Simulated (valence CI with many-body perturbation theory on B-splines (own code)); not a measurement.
**Sr6+: calculated level list**

Method: configuration interaction combined with many-body perturbation theory (CI+MBPT): four valence electrons over a frozen Dirac-Fock core [Ar] 3d10, radial functions for each j: 11 s, 11 p, 10 d, 8 f, 5 g, 2 h, with the one-electron correlation potential Σ1 (screened to all orders), the two-electron term Σ2, the three-electron term Σ3, Breit, model QED; selected single and double excitations, second order for the rest (own B-spline code, finite nucleus).

Against 13 measured levels this calculation errs by 110 cm⁻¹ on average and by 272 at most. These come from a selection out of Sansonetti, J. Phys. Chem. Ref. Data 41, 013102 (2012). Levels without a partner in it may be off by more. Among the levels kept, up to 910 cm⁻¹ of a level comes from second order outside the variational space, and about a tenth of that is noise between levels of different J, which matters for small intervals.

Levels 46 to 90 of 187, with energies above the lowest level, 4s2 4p2 3P_0. "Leading %" is the weight of the configuration and term that name the level; weights of strongly mixed levels are sums over their largest components and can fall short. Lifetimes count E1, E2, E3, M1 and M2 decay at the calculated energies, and are blank where another channel may lead or the interval is too uncertain; long ones can be off by a factor of two.

```csv
No.,Configuration,Term,J,E (cm⁻¹),Leading %,Lifetime,Second component
46,4s 4p2 4d,3F,2,403150,92,929 ps,
47,4p4,1S,0,404420,65,193 ps,23 % 4s 4p2 4d 1S
48,4s 4p2 4d,3F,3,406510,87,871 ps,4 % 4s 4p2 4d 5D
49,4s 4p2 4d,3F,4,411650,82,1.79 ns,9 % 4s 4p2 4d 5D
50,4s 4p2 4d,5P,3,414430,93,19.7 ps,
51,4s 4p2 4d,5P,2,416790,94,19.3 ps,
52,4s 4p2 4d,5P,1,418170,96,18.7 ps,
53,4s 4p2 4d,3P,2,420850,72,35.9 ps,18 % 4p4 3P
54,4s 4p2 4d,3P,1,426950,70,35.2 ps,18 % 4p4 3P
55,4s2 4p 5p,3D,1,428750,53,167 ps,38 % 4s2 4p 5p 1P
56,4s 4p2 4d,3G,3,428970,79,1.74 ns,13 % 4s2 4p 4f 3G
57,4s 4p2 4d,3G,4,430920,82,1.18 ns,12 % 4s2 4p 4f 3G
58,4s 4p2 4d,3P,0,431080,70,35.0 ps,19 % 4p4 3P
59,4s 4p2 4d,3G,5,433290,84,1.88 ns,11 % 4s2 4p 4f 3G
60,4s2 4p 5p,3D,2,436100,71,150 ps,7 % 4s2 4p 5p 3P
61,4s2 4p 5p,3P,1,436110,28,159 ps,28 % 4s2 4p 5p 1P
62,4s2 4p 5p,3P,0,437380,85,167 ps,6 % 4s2 4p 5p 1S
63,4s 4p2 4d,1F,3,441430,36,87.5 ps,27 % 4s 4p2 4d 3D
64,4s 4p2 4d,3D,1,442560,74,44.6 ps,14 % 4s2 4p 5p 3P
65,4s 4p2 4d,3D,2,442830,73,35.8 ps,7 % 4s 4p2 4d 3F
66,4s2 4p 5p,3P,1,444250,44,96.0 ps,19 % 4s2 4p 5p 1P
67,4s 4p2 4d,1G,4,445070,75,322 ps,12 % 4s2 4d2 1G
68,4s 4p2 4d,3D,3,445110,37,49.4 ps,35 % 4s 4p2 4d 1F
69,4s2 4p 5p,3D,3,447320,75,58.9 ps,15 % 4s 4p2 4d 3D
70,4s2 4p 5p,3P,2,447350,66,141 ps,15 % 4s2 4p 5p 3D
71,4s2 4p 5p,3S,1,451450,82,124 ps,8 % 4s2 4p 5p 3P
72,4s 4p2 4d,3F,2,452820,67,25.1 ps,20 % 4s 4p2 4d 3D
73,4s2 4p 5p,1D,2,455180,75,131 ps,15 % 4s2 4p 5p 3P
74,4s 4p2 4d,3F,3,455880,69,17.5 ps,14 % 4s 4p2 4d 3D
75,4s2 4p 4f,3F,2,456130,28,32.7 ps,27 % 4s 4p2 4d 3F
76,4s 4p2 4d,3D,1,456550,93,31.4 ps,
77,4s 4p2 4d,3F,3,457530,30,116 ps,24 % 4s2 4p 4f 3F
78,4s 4p2 4d,3F,4,458310,65,17.4 ps,22 % 4s2 4p 4f 3F
79,4s 4p2 4d,3D,2,458910,57,47.0 ps,22 % 4s 4p2 4d 3F
80,4s 4p2 4d,3P,0,461240,83,27.8 ps,10 % 4s2 4d2 3P
81,4s 4p2 4d,1P,1,461760,70,34.3 ps,15 % 4s 4p2 4d 3D
82,4s 4p2 4d,3D,3,462500,48,62.8 ps,19 % 4s 4p2 4d 3F
83,4s 4p2 4d,3P,1,462830,74,27.8 ps,10 % 4s2 4d2 3P
84,4s 4p2 4d,3F,4,465140,64,177 ps,23 % 4s2 4p 4f 3F
85,4s 4p2 4d,3P,2,465550,74,27.2 ps,10 % 4s2 4d2 3P
86,4s2 4p 5p,1S,0,467540,87,118 ps,7 % 4s2 4p 5p 3P
87,4s 4p2 4d,3S,1,470220,80,28.2 ps,10 % 4s 4p2 4d 3D
88,4s 4p2 4d,3D,3,471450,34,25.9 ps,23 % 4s2 4p 4f 3D
89,4s 4p2 4d,3D,2,473050,77,29.9 ps,7 % 4s 4p2 4d 1D
90,4s 4p2 4d,3D,1,473420,67,35.3 ps,13 % 4s 4p2 4d 1P
```

Names give the largest LS component (configuration and term), which can be under half, so a name can repeat, a term be missing and a line seem to break the LS rules; names also repeat where a configuration has a term twice.

Where two levels of one J and parity lie close, their mixing, g and order are uncertain.
